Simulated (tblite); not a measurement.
Run record: molecular-dynamics run, `C1CC1N1[SiH2]N[SiH2]1`.

Computed with GFN2-xTB (tblite), gas phase: Langevin dynamics at 600 K from the optimised GFN2-xTB geometry, time step 0.5 fs, friction 0.01 fs⁻¹, 2000 steps. The command runs a driver script over a list of jobs; the input below is this job's line of settings and its coordinates in Å. «temperature» is in K, «steps» counts time steps and «every» is the stride of the printed frames; «frames» go on to single points.

Command:
```bash
OMP_NUM_THREADS=1 python probes_run.py task.json out
```

Input:
```
{"job": {"kind": "md", "xc": "GFN2-xTB", "basis": "xTB", "temperature": 600, "steps": 2000, "every": 50, "frames": 5}, "charge": 0, "multiplicity": 1}
C      1.622401    -0.278848    -1.428892
C      2.147719    -0.144538    -0.026644
C      0.929097     0.626194    -0.457500
N     -0.349017     0.304335     0.040971
Si    -1.524710     1.271476     0.894285
N     -2.372788    -0.240626     1.003254
Si    -1.192553    -1.216219     0.175634
H      2.190028     0.158043    -2.236914
H      1.122718    -1.199760    -1.686504
H      1.993910    -0.975449     0.643698
H      3.075146     0.386246     0.127560
H      1.056862     1.694942    -0.600464
H     -2.157628     2.283898     0.051789
H     -1.072095     1.801753     2.178691
H     -3.269518    -0.471972     1.385419
H     -0.562210    -2.223895     1.027969
H     -1.644360    -1.763552    -1.102261
```

Task: Estimate the output. One trajectory will do; the random numbers aren't given.

Result: 
```
t/fs     T/K      E/eV
    0.0   518.0   -568.00564
   25.0   432.7   -567.41751
   50.0   504.7   -566.88228
   75.0   518.9   -566.69827
  100.0   486.4   -566.72023
  125.0   583.9   -566.77314
  150.0   471.4   -566.66845
  175.0   607.1   -566.87651
  200.0   509.6   -566.49474
  225.0   743.7   -567.07674
  250.0   473.7   -566.35616
  275.0   707.1   -566.83647
  300.0   691.7   -566.87703
  325.0   444.0   -566.51444
  350.0   667.2   -566.78044
  375.0   550.1   -566.49359
  400.0   711.8   -566.92595
  425.0   678.0   -566.45997
  450.0   773.5   -566.58418
  475.0   715.7   -566.50591
  500.0   874.8   -566.41822
  525.0   611.4   -566.16036
  550.0   880.1   -566.53831
  575.0   737.2   -566.52100
  600.0   686.7   -566.59040
  625.0   836.8   -566.83417
  650.0   536.9   -566.41297
  675.0   751.2   -566.70846
  700.0   766.6   -566.95395
  725.0   606.0   -566.58992
  750.0   738.7   -566.69454
  775.0   568.2   -566.33382
  800.0   849.7   -566.73148
  825.0   813.0   -566.59575
  850.0   602.0   -566.12719
  875.0   709.0   -566.21491
  900.0   817.5   -566.45718
  925.0   754.2   -566.64475
  950.0   737.6   -566.53692
  975.0   853.2   -566.66205
 1000.0   657.0   -566.32522
```

E is the potential energy; T comes from the kinetic energy over all 3N coordinates.

Task: Sum up the printed frames.

Result: 41 frames over 1000 fs. T runs from 433 K (25 fs) to 880 K (550 fs), with a mean of 663 K over all frames and 733 K from 500 fs on. E starts at -568.006 eV, peaks 1.878 eV above that at 850 fs, and averages 1.479 eV above it from 500 fs on.

Task: Give the last frame.

Result: 0.31 Å rms from the start after alignment:
```
atom  x, y, z in Å  |  force x, y, z in eV/Å
C1      0.593    1.707    1.134    0.979  -3.027   0.804
C2     -0.301    2.471    2.152    0.564  -2.845  -4.415
C3     -0.750    1.962    0.648   -0.173  -0.872   3.080
N4     -1.643    0.866    0.675    0.039   0.734  -0.401
Si5    -3.173    0.940   -0.148    0.371  -0.292  -0.535
N6     -3.573   -0.427    0.826   -1.018  -0.008   0.221
Si7    -1.957   -0.537    1.619   -0.626  -0.921  -2.920
H8      1.468    1.881    0.512   -0.093   1.190   0.691
H9      0.717    0.542    1.378   -0.323   2.252   0.008
H10    -0.718    1.819    2.868   -0.164   0.016   0.741
H11    -0.263    3.485    2.237    0.369   2.097   0.516
H12    -0.913    2.680   -0.104   -0.353   0.590  -0.521
H13    -2.679    0.870   -1.565   -0.679  -0.177   0.339
H14    -3.754    2.222    0.139   -0.522   0.324   0.030
H15    -4.518   -0.770    1.091    1.288   0.325  -0.383
H16    -2.150   -0.287    2.978    0.146  -0.100   1.482
H17    -1.530   -1.741    0.732    0.195   0.713   1.266
```

Task: Estimate the wall time. Hardware: one thread, INTEL XEON PLATINUM 8581C at 2.10 GHz (x86_64), no GPU, shared host with 80 logical CPUs at a one-minute load of 47. And the peak memory of the process?

Result: About 18 s, with 0.18 GiB resident at the peak, the Python interpreter and its libraries included.
